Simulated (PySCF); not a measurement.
(F)2Al-S-SiH3.
Geometry (PBE0-D3(BJ)/def2-SVP, Å), atoms numbered from 1 in this order:
```xyz
8
AlF2H3SSi angstrom
Al    -0.049   -0.445   -1.790
F     -1.379   -1.192   -1.145
F      0.283   -0.633   -3.395
S      1.203    0.745   -0.512
Si     0.174    0.403    1.363
H     -1.223    0.918    1.313
H      0.963    1.164    2.370
H      0.166   -1.045    1.712
```

Computed with PySCF 2.14.0, PBE0-D3(BJ)/def2-SVP geometry optimisation, gas phase.

Which atoms are bound to Al1, and at what distances?

3 atoms: F3 1.649 Å, F2 1.656 Å, S4 2.149 Å. The nearest atom not counted as bound is Si5, at 3.27 Å.

List the angles at Al1.

```
    angle  degrees  distance of the outer atoms (Å)
F3–Al1–S4    121.6                             3.32
F2–Al1–F3    119.3                             2.85
F2–Al1–S4    119.1                             3.29
```

What is the shape at Al1?

Planar: angles 121.6°, 119.3° and 119.1°, sum 360.0°, 0.00 Å off the plane of its three neighbours.

What are the other bond lengths?

S4–Si5 2.166 Å; Si5–H6, Si5–H7, Si5–H8 1.489 Å.

Give some angles away from the centre.

Al1–S4–Si5 98.7°.

What are the rotational constants (commonest isotopes, rigid rotor)?

A = 4330, B = 1461, C = 1107 MHz: an asymmetric top.

Point group: near Cs, missed by 0.11 Å at most; the miss may be what the optimiser left on a soft mode. Charge 0, singlet. Stationary, but not proved a minimum.

On an Intel Xeon at 2.50 GHz with one thread (shared host), this took 59 s wall and 0.39 GiB of memory at its peak. That covers the optimisation of the geometry.

One conformer stands for the species.
